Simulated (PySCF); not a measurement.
C$_{3}$H$_{7}$O (SMILES C[CH]OC), doublet, at a GFN2-xTB geometry; MP2/def2-SVP in PySCF.

PySCF was given this input:
```python
from pyscf import gto, scf, mp

mol = gto.M(
    atom='''
O     0.07101639   -0.66456001    0.19109071
C    -0.06692834    0.67303357   -0.09082657
C     1.35818535   -1.19034893    0.02589577
C    -1.44549983    1.21108447   -0.04695723
H     0.68863969    1.12953665   -0.71319426
H     1.29299347   -2.25508650    0.24458366
H     1.71840718   -1.04941663   -1.00022698
H     2.07110162   -0.72074430    0.71400912
H    -1.97038421    1.09659057   -1.00448575
H    -2.01653063    0.67958044    0.71033681
H    -1.42690127    2.27340509    0.19157975
''',
    basis='def2-svp',
    spin=1,
    verbose=4,
)

mf = scf.UHF(mol)
mf.kernel()

pt = mp.MP2(mf, frozen=4)
pt.kernel()
print('E(MP2) = %.10f' % pt.e_tot)
mf.analyze()
```

It wrote (shortened):

```
PySCF version 2.14.0

[INPUT] verbose = 4
[INPUT] num. atoms = 11
[INPUT] num. electrons = 33
[INPUT] charge = 0
[INPUT] spin (= nelec alpha-beta = 2S) = 1
[INPUT] symmetry False subgroup None
[INPUT] Mole.unit = angstrom
[INPUT] Symbol           X                Y                Z      unit          X                Y                Z       unit  Magmom
[...]
nuclear repulsion = 125.276416307802
number of shells = 45
number of NR pGTOs = 145
number of NR cGTOs = 91
basis = def2-svp
ecp = {}

******** <class 'pyscf.scf.uhf.UHF'> ********
method = UHF
initial guess = minao
damping factor = 0
level_shift factor = 0
DIIS = <class 'pyscf.scf.diis.CDIIS'>
diis_start_cycle = 1
diis_space = 8
diis_damp = 0
SCF conv_tol = 1e-09
SCF conv_tol_grad = None
SCF max_cycles = 50
direct_scf = True
direct_scf_tol = 1e-13
number electrons alpha = 17  beta = 16
Set gradient conv threshold to 3.16228e-05
init E= -192.803910154373

cycle= 1 E= -192.261565016249  delta_E= 0.542  |g|= 0.354  |ddm|= 2.22
cycle= 2 E= -192.324045945032  delta_E= -0.0625  |g|= 0.163  |ddm|= 0.427
cycle= 3 E= -192.335815624715  delta_E= -0.0118  |g|= 0.0547  |ddm|= 0.157
cycle= 4 E= -192.337888850838  delta_E= -0.00207  |g|= 0.0152  |ddm|= 0.0732
cycle= 5 E= -192.338175187118  delta_E= -0.000286  |g|= 0.00767  |ddm|= 0.0285
cycle= 6 E= -192.338284151705  delta_E= -0.000109  |g|= 0.00283  |ddm|= 0.0202
cycle= 7 E= -192.338300009265  delta_E= -1.59e-05  |g|= 0.00106  |ddm|= 0.00802
cycle= 8 E= -192.338301963653  delta_E= -1.95e-06  |g|= 0.000395  |ddm|= 0.00292
cycle= 9 E= -192.33830219701  delta_E= -2.33e-07  |g|= 0.00017  |ddm|= 0.000926
cycle= 10 E= -192.338302239788  delta_E= -4.28e-08  |g|= 7.27e-05  |ddm|= 0.00039
cycle= 11 E= -192.338302249068  delta_E= -9.28e-09  |g|= 2.66e-05  |ddm|= 0.000205
cycle= 12 E= -192.338302250425  delta_E= -1.36e-09  |g|= 8.53e-06  |ddm|= 8.28e-05
cycle= 13 E= -192.338302250558  delta_E= -1.33e-10  |g|= 3.56e-06  |ddm|= 2.39e-05
Extra cycle  E= -192.338302250574  delta_E= -1.57e-11  |g|= 2.22e-06  |ddm|= 5.96e-06
converged SCF energy = -192.338302250574  <S^2> = 0.76114487  2S+1 = 2.011114

******** <class 'pyscf.mp.ump2.UMP2'> ********
nocc = (np.int64(13), np.int64(12)), nmo = (87, 87)
frozen orbitals 4
E(UMP2) = -192.925556652783  E_corr = -0.58725440220932
E(SCS-UMP2) = -192.923435550352  E_corr = -0.585133299778712
E_corr(same-spin) = -0.13796767254516
E_corr(oppo-spin) = -0.44928672966416
E(MP2) = -192.9255566528
**** SCF Summaries ****
[...]
Total Energy =                        -192.338302250573690
[...]
spin_pop of  4 H 2py       0.00020
spin_pop of  4 H 2pz       0.00023
spin_pop of  5 H 1s       -0.00103
spin_pop of  5 H 2s       -0.00001
spin_pop of  5 H 2px      -0.00000
spin_pop of  5 H 2py       0.00000
spin_pop of  5 H 2pz      -0.00001
spin_pop of  6 H 1s        0.00409
spin_pop of  6 H 2s        0.00003
spin_pop of  6 H 2px      -0.00000
spin_pop of  6 H 2py      -0.00001
spin_pop of  6 H 2pz      -0.00001
spin_pop of  7 H 1s        0.00669
spin_pop of  7 H 2s        0.00028
spin_pop of  7 H 2px       0.00000
spin_pop of  7 H 2py      -0.00004
spin_pop of  7 H 2pz       0.00000
spin_pop of  8 H 1s        0.05569
spin_pop of  8 H 2s        0.00052
spin_pop of  8 H 2px      -0.00011
spin_pop of  8 H 2py       0.00001
spin_pop of  8 H 2pz       0.00014
spin_pop of  9 H 1s        0.00996
spin_pop of  9 H 2s        0.00005
spin_pop of  9 H 2px       0.00001
spin_pop of  9 H 2py       0.00004
spin_pop of  9 H 2pz       0.00000
spin_pop of  10 H 1s        0.01431
spin_pop of  10 H 2s        0.00018
spin_pop of  10 H 2px       0.00002
spin_pop of  10 H 2py       0.00002
spin_pop of  10 H 2pz       0.00001
 ** Mulliken Spin Density (per atom)  **
spin density of  0 O =      0.06914
spin density of  1 C =      0.97844
spin density of  2 C =     -0.00857
spin density of  3 C =     -0.08682
spin density of  4 H =     -0.04303
spin density of  5 H =     -0.00104
spin density of  6 H =      0.00410
spin density of  7 H =      0.00694
spin density of  8 H =      0.05625
spin density of  9 H =      0.01006
spin density of  10 H =      0.01454
 ** Mulliken pop alpha/beta on meta-lowdin orthogonal AOs **
 ** Mulliken pop       alpha | beta **
In total            17.00000 | 16.00000
 ** Mulliken atomic charges   ( Nelec_alpha | Nelec_beta ) **
charge of  0O =     -0.42021  (     4.24468      4.17553 )
charge of  1C =      0.08819  (     3.44512      2.46669 )
charge of  2C =      0.01092  (     2.99025      2.99882 )
charge of  3C =     -0.24338  (     3.07828      3.16510 )
charge of  4H =      0.06780  (     0.44459      0.48762 )
charge of  5H =      0.09473  (     0.45211      0.45316 )
charge of  6H =      0.06809  (     0.46800      0.46391 )
charge of  7H =      0.07122  (     0.46786      0.46092 )
charge of  8H =      0.07794  (     0.48915      0.43290 )
charge of  9H =      0.09672  (     0.45667      0.44661 )
charge of  10H =      0.08798  (     0.46328      0.44874 )
Dipole moment(X, Y, Z, Debye):  1.10230,  0.37754, -0.68050
```
